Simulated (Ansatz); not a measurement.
`S=C1BN1` at its PBE0-D4/def2-TZVP geometry, where that method's forces vanish. The species carries charge 0 and has multiplicity 1.

```xyz
6

S    -2.2535   -0.3123   -0.6150
C    -0.6817   -0.2202   -0.2891
B     0.8169   -0.4435   -0.2336
N     0.1630    0.5473    0.4748
H     1.8833   -0.9051   -0.4423
H     0.0720    1.3338    1.1053
```

Problem. What forces (eV/Å) does ωB97M-V/def2-TZVPP give on these atoms in the Gaussian-basis code of Ansatz? (Best estimate.)

Solution. Computed: 
```
S1  -0.044  0.033  0.020
C2  -0.059 -0.096 -0.088
B3   0.243 -0.079 -0.026
N4   0.047  0.154  0.133
H5  -0.168  0.067  0.028
H6  -0.019 -0.078 -0.067
```
